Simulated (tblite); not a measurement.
C2H6N (SMILES C[N]C), doublet, geometry from GFN2-xTB; tblite with GFN1-xTB.

Here is a job for tblite.
```
$ tblite run mol.xyz --method gfn1 --charge 0 --spin 1 --json tblite.json --no-restart

# file mol.xyz
9

C      1.21038693    -0.06406637    -0.15447247
N     -0.03444764     0.29146863    -0.69345432
C     -1.17764586     0.09419832     0.09441112
H      1.69188543    -0.78651789    -0.82594247
H      1.17367087    -0.48123491     0.86338227
H      1.86282087     0.81854994    -0.16149219
H     -0.98869500    -0.34877932     1.08415297
H     -1.88247399    -0.53875757    -0.45942133
H     -1.68933161     1.05710944     0.22084392
```

It wrote (shortened):

```
xTB calculator
 | screened Coulomb repulsion
 | Coulomb electrostatics
 |  * isotropic Klopman-Ohno-Mataga-Nishimoto electrostatics
 |  * onsite third-order electrostatics
 | DFT-D3(BJ) dispersion correction

halogen bonding energy    0.0000000000000E+00 Eh
repulsion energy          1.2295781089666E-01 Eh
dispersion energy        -1.8753379357467E-03 Eh
number of electrons       1.9000000000000E+01 e
integral cutoff           1.9731147476801E+01 bohr

------------------------------------------------------------
  cycle        total energy    energy error   density error
------------------------------------------------------------
      1     -10.51821056943  -1.0639293E+01   5.3336108E-01
      2     -10.57451883958  -5.6308270E-02   3.0339670E-01
      3     -10.57454771150  -2.8871922E-05   8.8231037E-02
      4     -10.57456152604  -1.3814539E-05   7.2426246E-04
      5     -10.57456202723  -5.0118352E-07   1.3177576E-04
      6     -10.57456204690  -1.9677479E-08   1.2923068E-05
------------------------------------------------------------

electronic energy        -1.0695644519864E+01 Eh
total energy             -1.0574562046903E+01 Eh

Post processing:
 | Mayer-Wiberg bond orders

[Info] JSON dump of results written to 'tblite.json'
```
